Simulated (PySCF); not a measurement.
Isomers of CH12N2Si4, mass 164.008 u with the commonest isotopes. Level of theory: PBE0/pcSseg-1 in PySCF (dipole) on a GFN2-xTB geometry, gas phase. One conformer each, none proved a minimum here; rigid rotors.

Question: Order these by out-of-plane moment Σ m c² = (Ia + Ib − Ic)/2, smallest first.
A. `[NH2:1][Si@@H:2]1[CH2:3][N:4]([SiH3:5])[SiH2:6][SiH2:7]1` with H–N1–Si2–C3 -48° and 175°, N1–Si2–C3–N4 -147°, Si2–C3–N4–Si5 -145°, C3–N4–Si6–Si7 -37°, N4–Si6–Si7–Si2 11°
B. `[CH3:1][Si@@:2]1([NH2:3])[SiH2:4][SiH2:5][Si@@H:6]1[NH2:7]` with C1–Si2–N3–H 45° and -177°, Si5–Si6–N7–H 65° and -160°, C1–Si2–Si4–Si5 115°, Si2–Si4–Si5–Si6 5°, Si4–Si5–Si6–N7 102°, C1–Si2–Si6–Si5 -110°
C. `[NH2:1][Si@@H:2]1[CH2:3][Si@:4]([NH2:5])([SiH3:6])[SiH2:7]1` with H–N1–Si2–C3 -179° and 46°, C3–Si4–N5–H 60° and -78°
D. `[SiH3:1][N:2]([SiH3:3])[Si@H:4]1[NH:5][CH2:6][SiH2:7]1` with Si1–N2–Si4–N5 152°

Answer: A (35.68 u·Å²), D (77.25 u·Å²), B (97.14 u·Å²), C (106.17 u·Å²).

Question: Order these by rotational constant A, largest first.
A. `[NH2:1][Si@@H:2]1[CH2:3][Si@:4]([NH2:5])([SiH3:6])[SiH2:7]1` with H–N1–Si2–C3 -179° and 46°, C3–Si4–N5–H 60° and -78°
B. `[NH2:1][Si@@H:2]1[CH2:3][N:4]([SiH3:5])[SiH2:6][SiH2:7]1` with H–N1–Si2–C3 -48° and 175°, N1–Si2–C3–N4 -147°, Si2–C3–N4–Si5 -145°, C3–N4–Si6–Si7 -37°, N4–Si6–Si7–Si2 11°
C. `[SiH3:1][N:2]([SiH3:3])[Si@H:4]1[NH:5][CH2:6][SiH2:7]1` with Si1–N2–Si4–N5 152°
D. `[CH3:1][Si@@:2]1([NH2:3])[SiH2:4][SiH2:5][Si@@H:6]1[NH2:7]` with C1–Si2–N3–H 45° and -177°, Si5–Si6–N7–H 65° and -160°, C1–Si2–Si4–Si5 115°, Si2–Si4–Si5–Si6 5°, Si4–Si5–Si6–N7 102°, C1–Si2–Si6–Si5 -110°

Answer: C (2020 MHz), B (1778 MHz), A (1701 MHz), D (1345 MHz).

Question: Order these by rotational constant B, smallest first.
A. `[SiH3:1][N:2]([SiH3:3])[Si@H:4]1[NH:5][CH2:6][SiH2:7]1` with Si1–N2–Si4–N5 152°
B. `[CH3:1][Si@@:2]1([NH2:3])[SiH2:4][SiH2:5][Si@@H:6]1[NH2:7]` with C1–Si2–N3–H 45° and -177°, Si5–Si6–N7–H 65° and -160°, C1–Si2–Si4–Si5 115°, Si2–Si4–Si5–Si6 5°, Si4–Si5–Si6–N7 102°, C1–Si2–Si6–Si5 -110°
C. `[NH2:1][Si@@H:2]1[CH2:3][N:4]([SiH3:5])[SiH2:6][SiH2:7]1` with H–N1–Si2–C3 -48° and 175°, N1–Si2–C3–N4 -147°, Si2–C3–N4–Si5 -145°, C3–N4–Si6–Si7 -37°, N4–Si6–Si7–Si2 11°
D. `[NH2:1][Si@@H:2]1[CH2:3][Si@:4]([NH2:5])([SiH3:6])[SiH2:7]1` with H–N1–Si2–C3 -179° and 46°, C3–Si4–N5–H 60° and -78°

Answer: D (742.6 MHz), A (770.9 MHz), C (868.6 MHz), B (1047 MHz).

```
                           SMILES  point group  Ia (u·Å²)  Ib (u·Å²)  Ic (u·Å²)      κ  μa (D)  μb (D)  μc (D)
 N[Si@@H]1CN([SiH3])[SiH2][SiH2]1           C1     284.24     581.82     794.70  -0.59    1.51    1.37    0.08
 C[Si@@]1(N)[SiH2][SiH2][Si@@H]1N           C1     375.87     482.72     664.32  -0.02    1.23    1.62    0.72
N[Si@@H]1C[Si@](N)([SiH3])[SiH2]1           C1     297.05     680.54     765.25  -0.84    0.42    0.05    0.57
  [SiH3]N([SiH3])[Si@H]1NC[SiH2]1           C1     250.23     655.61     751.34  -0.85    0.41    0.36    0.45
```
